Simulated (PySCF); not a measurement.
**Vibration and rotation of SrBe**

M06-L constants of SrBe, ¹Σ⁺ (singlet), closed shell (basis Sr x2c-SVPall, Be x2c-SVPall; spin-free X2C with a Gaussian nucleus; PySCF 2.14; masses 87.9056 and 9.0122 u):

| Item | Value |
| --- | --- |
| ωe | 164.9 cm⁻¹ |
| ωexe | 2.85 cm⁻¹ |
| Be | 0.16887 cm⁻¹ |
| αe | 0.00326 cm⁻¹ |
| D (centrifugal) | 7.08e-07 cm⁻¹ |
| De to Sr + Be | 0.296 eV |

Q: Give the vibrational terms G(v) and spacings up to v = 3.

A: G(v) = ωe(v+½) − ωexe(v+½)².

| v | G(v) (cm⁻¹) | G(v) − G(v−1) | Bv (cm⁻¹) |
| --- | --- | --- | --- |
| 0 | 82 |  | 0.1672 |
| 1 | 241 | 159 | 0.1640 |
| 2 | 394 | 153 | 0.1607 |
| 3 | 542 | 148 | 0.1575 |

Q: How well does the Morse estimate ωe²/(4ωexe) reproduce De, and what is D0?

A: It gives 0.296 eV, 100 % of the computed De. D0 = De − G(0) = 0.296 − 0.010 = 0.286 eV.

Closed-shell solutions of metal pairs were not tested for spin polarisation, which can lower them a little. The bond is weak. Basis-set superposition, not corrected here, can be much of De in a small basis, most of all at correlated wavefunction levels. Functionals without a dispersion term scatter widely for such bonds, and LDA overbinds them.
